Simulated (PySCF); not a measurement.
Screening by computed properties: pick the candidate that meets the target.

Species are written as SMILES; each is one conformer at its optimised geometry, gas phase, non-relativistic unless stated; the electronic structure was computed with PySCF and density fitting.

The conformers computed, where there is a choice (atom-mapped SMILES and torsion angles):
- `[CH:1]#[C:2][SiH2:3][CH2:4][N:5]([CH3:6])[SiH3:7]`: C2–Si3–C4–N5 180°, Si3–C4–N5–C6 68°
- `[CH2:1]=[N:2][OH:3]`: H–O3–N2–C1 180°
- `[CH3:1][S:2][c:3]1[cH:4][n:5][n:6][cH:7][n:8]1`: C1–S2–C3–C4 180°
- `[CH3:1][S:2][c:3]1[cH:4][n:5][n:6][n:7][cH:8]1`: C1–S2–C3–C4 0°

Task: Wanted: lowest singlet excitation between 3.6 eV and 5 eV (TDDFT wB97X-D/def2-SVPD) and HOMO energy below -8.4 eV (wB97X-D/def2-SVPD), at GFN2-xTB geometries. Which candidate meets both?
A. `C#C[SiH2]CN(C)[SiH3]` (C4H11NSi2)
B. `CSC1=NC=NN=C1` (C4H5N3S)
C. `n1nncc(SC)c1` (C4H5N3S)
D. `C=NO` (CH3NO)

Result: C. Computed values:
| species | lowest singlet excitation | HOMO energy |
| --- | --- | --- |
| CSC1=NC=NN=C1 (C4H5N3S) | 3.37 eV | -8.86 eV |
| n1nncc(SC)c1 (C4H5N3S) | 3.76 eV | -9.00 eV |
| C#C[SiH2]CN(C)[SiH3] (C4H11NSi2) | 5.44 eV | -8.00 eV |
| C=NO (CH3NO) | 5.80 eV | -9.93 eV |

Task: Wanted: lowest triplet excitation (Tamm–Dancoff) above 5 eV (TDA wB97X-D/def2-SVPD) and HOMO–LUMO gap above 8.8 eV (wB97X-D/def2-SVPD), at GFN2-xTB geometries. Which candidate meets both?
A. `CSC1=NC=NN=C1` (C4H5N3S)
B. `C=NO` (CH3NO)
C. `C#C[SiH2]CN(C)[SiH3]` (C4H11NSi2)
D. `n1nncc(SC)c1` (C4H5N3S)

Result: C. Computed values:
```
                         species  lowest triplet excitation (Tamm–Dancoff)  HOMO–LUMO gap
         CSC1=NC=NN=C1 (C4H5N3S)                                   2.71 eV        8.62 eV
          n1nncc(SC)c1 (C4H5N3S)                                   2.87 eV        8.92 eV
                    C=NO (CH3NO)                                   4.58 eV       11.54 eV
C#C[SiH2]CN(C)[SiH3] (C4H11NSi2)                                   5.14 eV        9.65 eV
```
